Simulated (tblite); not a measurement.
Species: C₈H₉ (doublet state).
SMILES with atom numbers: `[CH:1]#[C:2][C@@H:3]1[CH:4]=[CH:5][C@H:6]1[CH:7][CH3:8]` (hydrogens: H9 on C1; H10 on C3; H11 on C4; H12 on C5; H13 on C6; H14 on C7; H15, H16, H17 on C8)

Computed geometry: GFN2-xTB, gas phase. This method treats the open shell by occupation alone, without spin polarisation.

Task: What internal coordinates does the optimisation give?

Result: 
```json
{"bond": "C1≡C2", "length (Å)": "1.199", "order": "triple"}
{"bond": "C2–C3", "length (Å)": "1.433", "order": "single"}
{"bond": "C3–C4", "length (Å)": "1.508", "order": "single"}
{"bond": "C4=C5", "length (Å)": "1.326", "order": "double"}
{"bond": "C5–C6", "length (Å)": "1.513", "order": "single"}
{"bond": "C6–C7", "length (Å)": "1.452", "order": "single"}
{"bond": "C7–C8", "length (Å)": "1.479", "order": "single"}
{"bond": "C3–C6", "length (Å)": "1.619", "order": "single"}
{"bond": "C1–H9", "length (Å)": "1.049", "order": "single"}
{"bond": "C3–H10", "length (Å)": "1.092", "order": "single"}
{"bond": "C4–H11", "length (Å)": "1.075", "order": "single"}
{"bond": "C5–H12", "length (Å)": "1.075", "order": "single"}
{"bond": "C6–H13", "length (Å)": "1.093", "order": "single"}
{"bond": "C7–H14", "length (Å)": "1.079", "order": "single"}
{"bond": "C8–H15, C8–H16, C8–H17", "length (Å)": "1.092", "order": "single"}
```

Bonds in one row agree within 0.01 Å and their mean is given. Orders are formal, as drawn. A selection of angles:
```json
{"angle": "C1–C2–C3", "degrees": "177.1"}
{"angle": "C2–C3–C4", "degrees": "117.0"}
{"angle": "C2–C3–C6", "degrees": "114.8"}
{"angle": "C4–C3–C6", "degrees": "85.0"}
{"angle": "C3–C4–C5", "degrees": "95.1"}
{"angle": "C4–C5–C6", "degrees": "96.0"}
{"angle": "C5–C6–C7", "degrees": "118.2"}
{"angle": "C3–C6–C5", "degrees": "83.9"}
{"angle": "C3–C6–C7", "degrees": "116.5"}
{"angle": "C6–C7–C8", "degrees": "123.1"}
```

Dihedral angles: C2–C3–C4–C5 -116° (anticlinal); C3–C4–C5–C6 1° (synperiplanar); C4–C5–C6–C7 -118° (anticlinal); C5–C6–C7–C8 -157° (antiperiplanar); C2–C3–C6–C5 118° (anticlinal).

Of the pairs four or more bonds apart, H13···H15 is among the closest relative to their van der Waals radii: 2.36 Å, 98 % of the sum of Bondi's values. C5 (carbon bonded to 2 C and H) is planar (angles 134.3°, 129.7° and 96.0°, sum 360.0°, 0.01 Å off the plane of its three neighbours). C4 (carbon bonded to 2 C and H) is planar (angles 134.9°, 130.0° and 95.1°, sum 360.0°, 0.00 Å off the plane of its three neighbours). The 8 C–C bonds span 1.199 Å (C1≡C2, drawn triple) to 1.619 Å (C3–C6, drawn single), a spread of 0.420 Å. C7 (carbon bonded to 2 C and H) is planar (angles 123.1°, 118.4° and 118.1°, sum 359.5°, 0.05 Å off the plane of its three neighbours). The 4-membered ring C3–C4–C5–C6 has internal angles of 83.9° to 96.0° (sum 360°, against 360° for a flat polygon); it is planar, 0.01 Å rms from its mean plane, widest ring torsion 1°.

Point group: C1 (no symmetry element, even within 0.4 Å). Its GFN2-xTB frequencies are all real (lowest 49 cm⁻¹). 2 starts were optimised and ended at 0.00 and 0.02 kcal/mol (GFN2-xTB); the lowest of these is shown.

Hardware: an Arm Neoverse V2 with one thread, no GPU, on a shared host. Cost: 0.45 s wall. That covers the optimisation of the geometry.

One conformer stands for the species.
